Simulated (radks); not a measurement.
Effect of the nuclear size on neutral promethium, [Xe] 4f5 6s2. Calculated with a radial shooting solver on a logarithmic mesh with Libxc functionals: Dirac Kohn-Sham, exchange-only LDA, spin-unpolarised, spherical densities, finite nucleus; open shells fill j = l - 1/2 first; Fermi nuclear charge, rms radius 4.962 fm. The rms radius is varied about that value; shifts are against it.

rms radius (fm)	total energy shift (eV)	density at nucleus (e/bohr^3)	1s1/2 shift (meV)	2s1/2 shift (meV)	5s1/2 shift (meV)	5p1/2 shift (meV)	6s1/2 shift (meV)	4f5/2 shift (meV)	6p1/2 (empty) shift (meV)
4.044	-4.93	5.144e+05	-2040	-256	-1.88	0.257	-0.080	0.397	0.069
4.7189	-1.38	4.964e+05	-571	-71.7	-0.526	0.072	-0.022	0.111	0.019
4.962	0	4.907e+05	0.000	0.000	0.000	0.000	0.000	0.000	0.000
5.4384	2.86	4.805e+05	1180	148	1.09	-0.149	0.047	-0.230	-0.040
5.7956	5.13	4.735e+05	2130	267	1.96	-0.267	0.084	-0.413	-0.072

Slopes of the eigenvalues against <r^2> in GHz/fm^2, as finite differences over the two radii next to the reference (eigenvalue slopes, not the field-shift constants of lines): 1s1/2 58100, 2s1/2 7280, 5s1/2 53.5, 5p1/2 -7.31, 6s1/2 2.28, 4f5/2 -11.3, 6p1/2 (empty) -1.96.
